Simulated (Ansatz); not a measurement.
Computed with Ansatz on PBE0-D4/def2-TZVP structures; ΔE is electronic, products minus reactants. CCSD(T)/CBS is the MP2 limit (def2-TZVPP, def2-QZVPP) plus CCSD(T) − MP2 in def2-TZVPP, frozen cores. This one scheme is used for every species. DFT in def2-TZVPP. B3LYP here is the variant with VWN-RPA as its local correlation; programs differ in this. Elements past krypton have def2 core potentials. For In outer-core shells are correlated without core-valence functions, which leaves a few kJ/mol of doubt a bond. One conformer a species, not always the lowest.

Reaction (formal exchange of groups at the Si–B bond): `B[SiH2][CH2][InH2]` + `C=O` → `O=C[SiH2][CH2][InH2]` + BH₃

`B[SiH2][CH2][InH2]`:

Z-matrix (Å, degrees):
```
Si
C 1 1.865
In 1 3.225 2 40.3
B 1 2.009 2 111.1 3 30.1
H 1 1.492 2 114.7 3 160.3
H 1 1.501 2 109.3 3 -79.7
H 2 1.092 1 111.2 3 121.4
H 2 1.092 1 111.1 3 -117.4
H 3 1.725 1 105.8 2 -120.2
H 3 1.727 1 122.7 2 93.3
H 4 1.211 1 119.2 2 -29.1
H 4 1.195 1 125.9 2 155.4
```

`C=O`:

```xyz
4

C    -0.003   -0.003    0.002
O     0.826    0.711   -0.479
H    -1.076    0.078   -0.267
H     0.253   -0.786    0.744
```

`O=C[SiH2][CH2][InH2]`:

Z-matrix (Å, degrees):
```
Si
C 1 1.929
C 1 1.846 2 112.2
H 1 1.493 2 106.1 3 123.3
H 1 1.493 2 106.2 3 -123.3
O 2 1.205 1 122.5 3 -0.1
H 2 1.119 1 118.4 3 179.9
In 3 2.162 1 113.8 2 179.8
H 3 1.094 1 108.7 2 -59.0
H 3 1.094 1 108.7 2 58.8
H 8 1.724 3 118.7 1 -89.4
H 8 1.724 3 118.8 1 90.5
```

BH₃:

Cartesian coordinates in Å:
```
B 0.000 0.000 0.000
H 0.775 0.890 0.180
H -0.067 -0.526 -1.069
H -0.707 -0.364 0.890
```

| level | ΔE (kJ/mol) | difference from CCSD(T)/CBS |
| --- | --- | --- |
| r2SCAN-D4 | -2.7 | -0.9 |
| B3LYP-D4 | -8.7 | -6.9 |
| ωB97X-V | -5.2 | -3.4 |
| ωB97M-V | -7.6 | -5.8 |
| B2PLYP | -10.2 | -8.4 |
| PBE | -0.2 | 1.6 |
| r2SCAN | -2.8 | -1.0 |
| B3LYP | -10.8 | -9.0 |
| HF/def2-TZVPP | -16.6 | -14.8 |
| MP2/def2-TZVPP | -7.8 | -6.0 |
| SCS-MP2/def2-TZVPP | -10.0 | -8.2 |
| CCSD(T)/def2-TZVPP | -3.3 | -1.5 |
| HF/def2-QZVPP | -17.1 | -15.3 |
| MP2/def2-QZVPP | -7.1 | -5.3 |
| HF/CBS(def2) | -17.2 | -15.4 |
| MP2/CBS(def2) | -6.3 | -4.5 |
| CCSD(T)/CBS | -1.8 | 0 |

Largest T1 diagnostic among the species: 0.015.

In def2-TZVPP, CCSD(T) changes the Hartree–Fock value by +13.3 kJ/mol (the triples alone add +0.5 kJ/mol) and MP2 by +8.8 kJ/mol.
